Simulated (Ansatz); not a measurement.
Cartesian coordinates in Å:
```
C 0.811 -0.906 0.721
Si -0.872 -0.039 0.701
Ge -0.151 0.911 -1.341
S 1.771 0.157 -0.431
H 1.301 -0.920 1.696
H 0.768 -1.928 0.340
H -0.946 0.999 1.763
H -2.071 -0.918 0.801
H -0.475 0.213 -2.676
H -0.136 2.431 -1.573
```

Charge 0, multiplicity 1.

(1) List the PBE0/def2-TZVPP orbital energies in eV (Ansatz 0.2.0). (Best estimate.)

Results:

(1) Computed: Occupied: -10860.18, -2422.18, -1802.86, -1358.45, -1208.28, -1208.24, -1208.24, -278.95, -217.48, -171.16, -161.32, -161.24, -161.11, -145.19, -121.00, -120.91, -120.91, -99.86, -99.83, -99.83, -33.81, -33.76, -33.76, -33.71, -33.68, -21.72, -17.64, -15.72, -13.83, -12.38, -11.31, -10.15, -9.99, -9.62, -8.41, -7.59, -6.69. Lowest empty: -0.63, -0.35, 0.26, 0.74, 1.47, 1.77, 2.16, 2.45.
